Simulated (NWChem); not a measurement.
# Correlation energy of AlCl

```
Al
Cl 1 2.1469
```
Charge 0, spin multiplicity 1.

Everything below was run with NWChem. Structure: optimised with PBE0/def2-SVP, a minimum by its harmonic frequencies.

Basis set: cc-pVTZ. Each correlation energy counts from its own Hartree-Fock reference.

The correlated methods keep 10 core orbitals frozen. The structure started from a generated list of species. Coupled-cluster values serve here as a point of comparison, not as the truth.

| method | correlation energy (mHa) |
|---|---|
| RI-MP2 | -240.8 |
| MP2 | -240.8 |
| SCS-MP2 | (withheld) |
| CR-CCSD[T] | -275.6 |
| CR-CCSD(T) | -275.5 |
| CCSD | (withheld) |
| CCSD+T(CCSD) | -277.8 |
| CCSD(T) | -277.6 |

Problem. What belongs in the gaps?

Solution. 
- SCS-MP2, correlation energy (mHa): -240.5
- CCSD, correlation energy (mHa): -266.8
